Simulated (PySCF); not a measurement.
Input of a response calculation (the driver script's job line, then coordinates in Å):

```
{"job": {"kind": "uv", "xc": "CAM-B3LYP", "basis": "def2-SVPD", "nstates": 8, "ntriplets": 3}, "charge": 0, "multiplicity": 1}
C      3.745057     0.060980     0.738117
C      2.457167     0.022880     0.442973
Se     1.344849    -1.486804     0.748182
Si    -0.554658    -0.636495    -0.209643
N     -1.630515    -1.978985    -0.200254
N     -1.053736     0.716268     0.713815
C     -2.256164     1.459671     0.428486
H      4.251815    -0.782043     1.177841
H      4.336439     0.941275     0.547147
H      1.937878     0.862937     0.004245
H     -0.216604    -0.098591    -1.534386
H     -2.563552    -1.878626    -0.563051
H     -1.276098    -2.904809    -0.377845
H     -0.820087     0.738454     1.695615
H     -2.154145     2.489462     0.774997
H     -2.414425     1.467447    -0.647484
H     -3.140219     1.019008     0.900796
```

Output (SCF cycles cut):

```
converged SCF energy = -2920.4039209592

Static polarisability (au): isotropic 108.899, principal 83.861 101.943 140.894

Singlet excitations
state   eV       nm        f      main configurations
  1   4.9190    252.1   0.00060   H->L 0.62, H->L+3 0.19
  2   5.6474    219.5   0.21959   H->L+1 0.88
  3   5.8530    211.8   0.02405   H->L+2 0.80
  4   6.0545    204.8   0.00877   H-1->L 0.67, H-1->L+3 0.09
  5   6.3368    195.7   0.00232   H->L+3 0.54, H->L 0.10
  6   6.4815    191.3   0.02518   H-2->L 0.78
  7   6.6743    185.8   0.00781   H->L+4 0.57, H->L+5 0.24
  8   6.8524    180.9   0.02663   H->L+4 0.35, H->L+5 0.29, H->L+8 0.12

Triplet excitations (Tamm-Dancoff, eV): 3.9528 4.6150 5.5696
```

Theory: TDDFT CAM-B3LYP/def2-SVPD, vertical, gas phase, core orbitals frozen in the response in PySCF. Geometry: GFN2-xTB, one conformer, isolated molecule. The CAM-B3LYP/def2-SVPD calculation is non-relativistic and has no spin–orbit coupling, an omission that weighs most on selenium.

Problem. What transition dipole goes with state 2?

Solution. |μ|² = 3f / (2ΔE) = 3 × 0.2196 / (2 × 0.2075) = 1.587 au, so |μ| = 3.20 D.

Problem. Give the energy of state 2 in hartree, cm⁻¹ and kJ/mol.

Solution. 0.20754 hartree, 45549 cm⁻¹, 544.9 kJ/mol.

Problem. How much of the mean polarisability do the listed states account for?

Solution. The sum over states Σ f/ΔE² (ΔE in hartree) gives 6.85 au, 6% of the total; the rest comes from higher roots of the same response equations.

Problem. What is the gap between the lowest singlet and the lowest triplet?

Solution. 4.9190 − 3.9528 = 0.9662 eV (full response against Tamm–Dancoff).

Problem. What is the polarisability anisotropy, √(½[(α1 − α2)² + (α2 − α3)² + (α3 − α1)²])?

Solution. 50.48 au.

Problem. Write the structure that the coordinates describe.

Solution. `[Si@H]([Se]C=C)(N)NC` (C3H10N2SeSi), point group C1.

H and L stand for HOMO and LUMO.

The run took 2.0 min of wall time on one thread of an Arm Neoverse N1, shared host with 64 logical CPUs at a one-minute load of 59, and the process peaked at 1.2 GiB of memory.

The values belong to the conformer `[CH2:1]=[CH:2][Se:3][Si@@H:4]([NH2:5])[NH:6][CH3:7]`: C1–C2–Se3–Si4 -176°, C2–Se3–Si4–N5 173°, Se3–Si4–N6–C7 -177°, H–N5–Si4–Se3 179°, H–N5–Si4–Se3 -37°.
